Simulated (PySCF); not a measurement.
Computed shifts of a molecule CH8FNSi2, PySCF with PBE/pcSseg-1, GIAO, gas phase, atoms alike by connectivity averaged where their shifts nearly agree, in ppm (number of nuclei): ¹⁵N: 44.4 (1). ¹³C: 32.1 (1). ²⁹Si: 10.6 (1), -73.6 (1). ¹⁹F: -292.1 (1). ¹H: 6.09 (2), 3.93 (1), 3.70 (1), 3.18 (1), 3.03 (1), 0.41 (2). References: ¹⁵N against NH3 (σ = 267.0 ppm); ¹³C against TMS (σ = 182.0 ppm); ²⁹Si against TMS (σ = 335.4 ppm); ¹⁹F against CFCl3 (σ = 133.6 ppm); ¹H against TMS (σ = 31.49 ppm), references at their B3LYP-D3(BJ)/def2-TZVP geometries, non-relativistic. Geometry optimised at B3LYP-D3(BJ)/def2-SVP. Other conformers were not sampled.

Question: Identify the compound among the candidates.
A) C[Si@@H](F)[SiH2]N
B) N[SiH2][C@H](F)[SiH3]
C) C[Si@@](N)(F)[SiH3]
D) NC[SiH2][SiH2]F

Answer: D, NC[SiH2][SiH2]F
